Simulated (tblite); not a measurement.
Compound: C4H9FO3Si.
Z-matrix (Å and degrees, GFN2-xTB geometry), rows numbered from 1:
```
C 
O   1  1.4023
Si  2  1.6226  1  128.25
O   3  1.6304  2  106.52  1    47.64
C   3  1.8895  2  113.41  1   -75.45
C   5  1.3170  3  125.19  2   143.02
F   6  1.3526  5  122.19  3     0.17
O   3  1.6193  2  107.14  1   172.37
C   8  1.4038  3  128.76  2   -45.88
H   1  1.0906  2  110.71  3   -49.79
H   1  1.0903  2  107.58  3  -169.65
H   1  1.0924  2  110.48  3    71.04
H   4  0.9550  3  119.87  2  -166.97
H   5  1.0776  3  118.76  2   -36.93
H   6  1.0817  5  127.42  3  -179.74
H   9  1.0905  8  110.53  3    49.96
H   9  1.0921  8  110.52  3   -70.67
H   9  1.0903  8  107.52  3   169.84
```

Computed with GFN2-xTB (tblite): harmonic, unscaled wavenumbers at the GFN2-xTB geometry, gas phase. Errors from tens to a few hundred cm⁻¹ against measured bands are possible. One conformer, not necessarily the lowest.

Harmonic wavenumbers (cm⁻¹): 25.8, 52.5, 73.7, 89.1, 89.5, 108.4, 135.1, 145.6, 197.0, 212.7, 270.8, 311.1, 349.6, 364.4, 410.4, 574.9, 694.8, 755.6, 773.4, 798.4, 864.2, 891.7, 901.8, 1001.0, 1125.6, 1131.0, 1132.3, 1137.6, 1152.1, 1157.3, 1190.5, 1295.5, 1404.5, 1409.5, 1472.6, 1474.7, 1482.6, 1483.2, 1693.6, 2951.9, 2954.2, 2977.6, 2979.0, 2986.2, 2989.2, 3053.6, 3105.9, 3654.1.

A = 1684, B = 1025, C = 808.1 MHz; mass 152.030 u (most abundant isotopes); point group C1, symmetry number 1.

Task: What is the zero-point energy?

Result: ½Σν̃ = 28743 cm⁻¹ = 343.84 kJ/mol.

Task: What is S at 400 K and 1 bar for an ideal gas of classical rigid rotors and harmonic oscillators?

Result: Translation 177.62, rotation 128.44, vibration 232.78: S = 538.8 J/(mol K).

Task: And Cp and H(400 K) − H(0)?

Result: Cp = 217.20 J/(mol K), of which vibrations give 183.94 (their classical limit is 48 R = 399.1); H(400 K) − H(0) = 56.49 kJ/mol without the zero-point energy, 43.18 from vibrations.

Task: Which modes carry the vibrational entropy at 400 K?

Result: 25.8 cm⁻¹: 28.08; 52.5 cm⁻¹: 22.19; 73.7 cm⁻¹: 19.38; 89.1 cm⁻¹: 17.81; 89.5 cm⁻¹: 17.77; 108.4 cm⁻¹: 16.20 J/(mol K); the other 42 give 111.35 together.

Task: How do the functions run with temperature in this model?

Result: 
```csv
T (K),S (J/(mol K)),Cp (J/(mol K)),H − H(0) (kJ/mol),G − H(0) (kJ/mol),ln q(vib)
100,327.9,107.0,7.16,-25.63,3.56
200,415.1,146.9,19.98,-63.05,7.88
300,481.5,182.8,36.46,-107.98,11.63
500,590.6,246.8,79.73,-215.57,18.15
800,721.2,308.3,163.84,-413.15,26.53
1000,793.1,335.1,228.33,-564.75,31.45
```

q(vib) and H(0) count from the zero-point level.

Task: What must be added to the electronic energy to get the Gibbs energy at 400 K and 1 bar?

Result: ZPE + [H(400 K) − H(0)] − T·S = 343.84 + 56.49 − 215.54 = 184.79 kJ/mol.

Hindered rotation and anharmonicity are outside this model. Other conformers, if any are populated, would add a mixing term that is left out. The structure is chiral; the term R ln 2 for an equal mix with its mirror image is left out.

On Arm Neoverse N1, one thread (shared host), this took 1.2 s of wall time. The figure is for the frequency step alone.
